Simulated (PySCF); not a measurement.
C4H4F2O2, SMILES O1C(=C(F)F)COC1. Atoms are numbered in the order given.

```xyz
12

F      1.4863    -1.7933     0.6187
C      1.2390    -0.5410     0.2868
F      2.3425     0.1987     0.2668
C      0.0415    -0.0301     0.0113
C     -0.2885     1.3917    -0.3913
O     -1.7020     1.4090    -0.2690
C     -2.1204     0.0976    -0.4986
O     -1.1201    -0.7485     0.0579
H      0.0326     1.6060    -1.4306
H      0.1434     2.1541     0.2733
H     -2.2128    -0.1186    -1.5849
H     -3.0763    -0.0843     0.0128
```
Charge 0, spin multiplicity 1.

Geometry: B3LYP-D3(BJ)/def2-SVP. This is a generated structure with no PubChem entry under its InChIKey; it may be hypothetical. One conformer was computed; it need not be the lowest.

The numbers are results of B3LYP-D3(BJ)/def2-SVP run with PySCF 2.14.0, not measurements.

No scaling factor is applied to the harmonic values.

| mode | ν (cm⁻¹) | IR (km/mol) | moving atoms (share of kinetic energy) |
|---|---|---|---|
| 1 | 73 | 1.7 | O 44 %, C 29 %, H 18 %, F 9 % |
| 2 | 161 | 1.3 | F 51 %, C 27 %, O 16 % |
| 3 | 173 | 0.7 | F 55 %, C 17 %, O 16 %, H 12 % |
| 4 | 260 | 13.3 | H 44 %, O 28 %, C 26 % |
| 5 | 359 | 3.2 | C 62 %, F 14 %, O 14 %, H 9 % |
| 6 | 391 | 3.9 | F 60 %, O 19 %, C 19 % |
| 7 | 519 | 0.3 | F 46 %, C 31 %, O 18 % |
| 8 | 535 | 1.1 | C 85 % |
| 9 | 637 | 2.1 | F 63 %, C 27 %, O 9 % |
| 10 | 758 | 2.4 | O 76 %, C 18 % |
| 11 | 847 | 22.3 | C 38 %, O 37 %, H 14 %, F 11 % |
| 12 | 984 | 80.5 | C 51 %, O 26 %, H 21 % |
| 13 | 1020 | 32.9 | C 44 %, H 34 %, O 20 % |
| 14 | 1035 | 14.2 | C 52 %, H 30 %, O 16 % |
| 15 | 1120 | 106.4 | C 45 %, O 29 %, H 24 % |
| 16 | 1146 | 171.1 | C 50 %, H 29 %, F 14 % |
| 17 | 1173 | 70.0 | C 48 %, H 34 %, O 12 % |
| 18 | 1198 | 83.7 | H 82 %, C 10 % |
| 19 | 1245 | 3.6 | H 84 %, O 11 % |
| 20 | 1259 | 266.9 | C 55 %, O 24 %, H 18 % |
| 21 | 1338 | 100.8 | C 49 %, H 34 %, F 14 % |
| 22 | 1356 | 65.8 | C 54 %, H 34 %, F 8 % |
| 23 | 1431 | 5.3 | H 70 %, C 23 % |
| 24 | 1486 | 1.0 | H 92 %, C 8 % |
| 25 | 1524 | 3.5 | H 90 %, C 10 % |
| 26 | 1887 | 65.1 | C 97 % |
| 27 | 2958 | 106.5 | H 94 % |
| 28 | 2988 | 43.9 | H 93 % |
| 29 | 3110 | 9.9 | H 91 %, C 9 % |
| 30 | 3127 | 30.3 | H 91 %, C 9 % |
